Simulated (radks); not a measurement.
Effect of the nuclear size on the iridium ion Ir3+, [Xe] 4f14 5d6. All-electron calculation, Dirac Kohn-Sham, PBE, spin-unpolarised, spherical densities, finite nucleus; open shells fill j = l - 1/2 first; Fermi nuclear charge, rms radius 5.4032 fm. Program: a radial shooting solver on a logarithmic mesh with Libxc functionals. The rms radius is varied about that value; shifts are against it.

\begin{tabular}{lrrrrrrrrr}
rms radius (fm) & total energy shift (eV) & density at nucleus (e/bohr^3) & 1s1/2 shift (meV) & 2s1/2 shift (meV) & 5s1/2 shift (meV) & 5p1/2 shift (meV) & 5d5/2 shift (meV) & 6s1/2 (empty) shift (meV) & 6p1/2 (empty) shift (meV) \\ \hline
4.3658 & -28.0 & 1.973e+06 & -11300 & -1640 & -17.5 & -0.166 & 0.273 & -2.78 & -0.102 \\
5.2249 & -5.08 & 1.844e+06 & -2050 & -297 & -3.18 & -0.030 & 0.050 & -0.503 & -0.019 \\
5.4032 & 0 & 1.821e+06 & 0.000 & 0.000 & 0.000 & 0.000 & 0.000 & 0.000 & 0.000 \\
5.8841 & 14.2 & 1.763e+06 & 5730 & 831 & 8.90 & 0.086 & -0.139 & 1.41 & 0.052 \\
6.6297 & 37.8 & 1.685e+06 & 15200 & 2200 & 23.6 & 0.230 & -0.368 & 3.74 & 0.139 \\
\end{tabular}

Slopes of the eigenvalues against <r^2> in GHz/fm^2, as finite differences over the two radii next to the reference (eigenvalue slopes, not the field-shift constants of lines): 1s1/2 257000, 2s1/2 37200, 5s1/2 399, 5p1/2 3.84, 5d5/2 -6.22, 6s1/2 (empty) 63.1, 6p1/2 (empty) 2.34.
